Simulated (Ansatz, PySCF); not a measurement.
Stretching the Zn1–H2 bond in H2Zn (SMILES [ZnH2]) (multiplicity 1 held, fragments rigid). Energies count from the point at 1.544 Å.
Geometry at that point (charge 0, multiplicity 1):
```tsv
atom	x (Å)	y (Å)	z (Å)
Zn	0.0000	0.0000	0.0000
H	0.0000	0.0000	1.5440
H	0.0000	0.0000	-1.5440
```

R- and RO- levels are restricted; in cc, def2 and unpolarised 6-31G sets they are followed outwards from rest. Unrestricted levels (U-) break spin symmetry where that is lower. Active spaces are followed from a long bond inwards. Curves can end on different states.

Frozen-core correlation. Rows in 3-21G carry no dispersion term and start afresh at each structure; the Pople sets are all-electron and without relativity.

Codes used: Ansatz (a first-principles code); PySCF for 3-21G rows. Values without a source in brackets are computed.

```json
[
 {"level": "R-HF/3-21G", "energy at R = 4.941 Å (kcal/mol)": "143.57"},
 {"level": "R-PBE/def2-TZVPP", "energy at R = 4.941 Å (kcal/mol)": "101.70"},
 {"level": "U-B3LYP/def2-TZVPP", "energy at R = 4.941 Å (kcal/mol)": "80.38"},
 {"level": "R-MP2/def2-TZVPP", "energy at R = 4.941 Å (kcal/mol)": "119.98"},
 {"level": "R-SCS-MP2/def2-TZVPP", "energy at R = 4.941 Å (kcal/mol)": "…"},
 {"level": "U-CCSD(T)/def2-TZVPP", "energy at R = 4.941 Å (kcal/mol)": "80.88"},
 {"level": "CASSCF(2,2)/def2-TZVPP", "energy at R = 4.941 Å (kcal/mol)": "…"},
 {"level": "FIC-MRCISD on CASSCF(2,2)/def2-TZVPP", "energy at R = 4.941 Å (kcal/mol)": "79.50"},
 {"level": "FIC-MRCISD+Q on CASSCF(2,2)/def2-TZVPP", "energy at R = 4.941 Å (kcal/mol)": "81.29"}
]
```

**Question.** What belongs in the gaps?

**Answer.** 
- R-SCS-MP2/def2-TZVPP, energy at R = 4.941 Å (kcal/mol): 112.97
- CASSCF(2,2)/def2-TZVPP, energy at R = 4.941 Å (kcal/mol): 68.81

Doubts at one or more of the structures used: a restricted determinant that unrestricted orbitals would lower (R-HF/3-21G, R-PBE/def2-TZVPP, R-MP2/def2-TZVPP, R-SCS-MP2/def2-TZVPP); a spin-contaminated determinant (U-B3LYP/def2-TZVPP, U-CCSD(T)/def2-TZVPP).
